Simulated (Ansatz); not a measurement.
Reactions of `[SiH3]O[SiH2]Br`.

Computed with Ansatz on PBE0-D4/def2-TZVP structures; ΔE is electronic, products minus reactants. CBS: MP2 limit from def2 TZ/QZ plus the TZ coupled-cluster correction, frozen cores. This one scheme is used for every species, atoms too. No spin–orbit coupling; open shells (•) take unrestricted orbitals. Spin–orbit coupling would lower the free atoms: clearly for Br. For Br, Se outer-core shells are correlated without core-valence functions, so the limit isn't a true one: a few kJ/mol of doubt a bond, and 10 to 20 or more in all where bonds break to atoms. Scalar relativity is left out up to krypton. One conformer a species, not always the lowest.

Order these by ΔE at CCSD(T)/CBS, lowest first. (An estimate is asked.)
A. `[SiH3]O[SiH2]Br` + HBr → `Br[SiH2]Br` + `O[SiH3]`
B. `[SiH3]O[SiH2]Br` → HBr + `[SiH]O[SiH3]`
C. `[SiH3]O[SiH2]Br` + CH₃OH → `CO[SiH2]O[SiH3]` + HBr
D. `[SiH3]O[SiH2]Br` → Br• + `[SiH2]O[SiH3]`•
E. `[SiH3]O[SiH2]Br` + H₂Se → `[SeH][SiH2]Br` + `O[SiH3]`

C (-1.7 kcal/mol), A (+6.4 kcal/mol), E (+13.2 kcal/mol), B (+71.9 kcal/mol), D (+105.6 kcal/mol).

Largest T1 diagnostic: 0.014, for `[SiH]O[SiH3]`.
